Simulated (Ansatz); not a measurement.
Reaction (homolysis of the In–S bond): `C[O][In]([OH])[SH]` → `C[O][In][OH]`• + `[SH]`•

Calculated with Ansatz (gas phase, PBE0-D4/def2-TZVP geometries, no zero-point term in ΔE). CBS: MP2 limit from def2 TZ/QZ plus the TZ coupled-cluster correction, frozen cores. This one scheme is used for every species. Functionals use def2-TZVPP. B3LYP here is the variant with VWN-RPA as its local correlation; programs differ in this. No spin–orbit coupling; open shells (•) take unrestricted orbitals. def2 core potentials past Kr. For In outer-core shells are correlated without core-valence functions, which leaves a few kJ/mol of doubt a bond. One conformer a species, not always the lowest.

```csv
level,ΔE (kJ/mol),difference from CCSD(T)/CBS
PBE0-D4,299.6,-20.0
ωB97X-V,313.7,-5.9
r2SCAN,288.6,-31.0
B3LYP,270.1,-49.5
HF/def2-TZVPP,210.2,-109.4
MP2/def2-TZVPP,322.3,2.7
SCS-MP2/def2-TZVPP,313.3,-6.3
CCSD(T)/def2-TZVPP,304.1,-15.5
MP2/def2-QZVPP,330.9,11.3
SCS-MP2/def2-QZVPP,322.6,3.0
CCSD(T)/CBS,319.6,0
```

Largest T1 diagnostic among the species: 0.022.

In def2-TZVPP, CCSD(T) changes the Hartree–Fock value by +93.9 kJ/mol (the triples alone add +9.2 kJ/mol) and MP2 by +112.1 kJ/mol; breaking electron pairs costs correlation energy, which Hartree–Fock lacks. The D4 term adds +9.3 kJ/mol with B3LYP and +5.3 kJ/mol with PBE0; it sums over pairs of atoms, weighted by their polarisabilities, and B3LYP, whose exchange is more repulsive, gets the larger term. From PBE to PBE0 (25 % exact exchange), in def2-TZVPP and without D4, ΔE moves by +7.9 kJ/mol.
